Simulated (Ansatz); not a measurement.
A geometry relaxed with PBE0-D3(BJ)/def2-TZVP (Ansatz, an electronic-structure program), charge 0, multiplicity 1:

```xyz
5

Cl    -1.0371     1.7903    -0.4415
Cl    -1.1769    -1.6584    -0.5823
Ge     0.0000     0.0001     0.0002
Cl     0.3807    -0.1005     2.0788
Cl     1.8332    -0.0314    -1.0551
```

Problem. Write the SMILES of this molecule.

Solution. `[Cl][Ge]([Cl])([Cl])[Cl]`
